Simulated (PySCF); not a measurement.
# Working out the ionisation energy of Zn²⁺

Zn²⁺ [Ar] 3d10 (1S) → Zn³⁺ [Ar] 3d9 (2D). Calculation: PySCF 2.14, in def2-TZVP (6s5p4d1f, 48 functions); the non-relativistic Hamiltonian (point nucleus). Frozen: [Ar]. Energies in hartree (1 hartree = 27.21139 eV):

| part | Zn²⁺ (lower) | Zn³⁺ (upper) |
| --- | --- | --- |
| UHF | -1776.916790 | -1775.543138 |
| MP2 opposite-spin | -0.213535 | -0.153806 |
| MP2 same-spin | -0.125516 | -0.090044 |

Problem. What does Hartree-Fock give?

Solution. (-1775.543138) − (-1776.916790) = 1.373652 hartree = 37.379 eV.

Problem. What do MP2 and SCS-MP2 (6/5 opposite-spin, 1/3 same-spin) give?

Solution. The opposite-spin parts differ by 1.625 eV and the same-spin parts by 0.965 eV. MP2: 37.379 + (1.625) + (0.965) = 39.969 eV. SCS-MP2: 37.379 + 1.2 × (1.625) + (0.965)/3 = 39.651 eV.

Reference: 39.723 eV (measured; NIST Atomic Spectra Database, ionization energies), between the lowest levels; spin-orbit coupling is absent from the calculation.

The calculation is non-relativistic.

What remains against the reference includes basis incompleteness, the frozen core and correlation beyond second order.
